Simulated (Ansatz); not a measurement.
Consider the cleavage of the Sn–Al bond: `[SiH3][AlH][SnH3]` + `OCF` → `FC[O][SnH3]` + `[AlH2][SiH3]`.

Computed with Ansatz on PBE0-D4/def2-TZVP structures; ΔE is electronic, products minus reactants. CCSD(T)/CBS adds triple-zeta CCSD(T) − MP2 to the extrapolated MP2 energy (def2 sets, frozen cores). This one scheme is used for every species. DFT in def2-TZVPP. B3LYP here is the variant with VWN-RPA as its local correlation; programs differ in this. Elements past krypton have def2 core potentials. For Sn outer-core shells are correlated without core-valence functions, which leaves a few kJ/mol of doubt a bond. Each species was taken in one conformer, which may not be the lowest.

`[SiH3][AlH][SnH3]`:

Cartesian coordinates in Å:
```
Si -1.071 1.081 1.649
Al 0.743 0.754 0.026
Sn 0.707 -1.361 -1.591
H -2.380 1.157 0.936
H -0.933 2.307 2.483
H -1.145 -0.092 2.568
H 1.953 1.780 -0.091
H 2.102 -2.337 -1.402
H -0.640 -2.386 -1.338
H 0.664 -0.902 -3.241
```

`OCF`:

Z-matrix (Å, degrees):
```
C
F 1 1.381
O 1 1.370 2 111.1
H 1 1.091 2 107.8 3 -117.4
H 1 1.096 2 106.3 3 123.2
H 3 0.962 1 109.3 2 70.7
```

`FC[O][SnH3]`:

Cartesian coordinates in Å:
```
F 1.496 0.210 -1.088
C 1.107 -0.882 -0.306
O 0.369 -0.474 0.754
Sn -1.123 0.806 0.433
H 0.559 -1.546 -0.990
H 2.027 -1.360 0.048
H -1.882 0.304 -1.009
H -2.081 0.570 1.817
H -0.472 2.372 0.340
```

`[AlH2][SiH3]`:

Z-matrix (Å, degrees):
```
Si
Al 1 2.457
H 1 1.490 2 113.4
H 1 1.492 2 110.7 3 -121.0
H 1 1.492 2 110.6 3 120.9
H 2 1.589 1 121.5 3 0.3
H 2 1.589 1 119.5 3 -179.7
```

```tsv
level	ΔE (kJ/mol)
r2SCAN-D4	28.5
PBE0-D4	41.2
B3LYP-D4	24.8
PBE-QIDH	35.6
revPBE	39.1
PBE0	41.9
CAM-B3LYP	20.2
HF/CBS(def2)	14.2
```

**Question.** What does CCSD(T)/CBS give? (Best estimate.)

**Answer.** Computed: +26.7 kJ/mol. The listed levels differ from it by 1.8, 14.5, -1.9, 8.9, 12.4, 15.2, -6.5, -12.5 kJ/mol.

Largest T1 diagnostic among the species: 0.014.

In def2-TZVPP, CCSD(T) changes the Hartree–Fock value by +10.0 kJ/mol (the triples alone add −0.4 kJ/mol) and MP2 by +9.0 kJ/mol. From r2SCAN to r2SCAN0 (25 % exact exchange), in def2-TZVPP and without D4, ΔE moves by +5.8 kJ/mol.
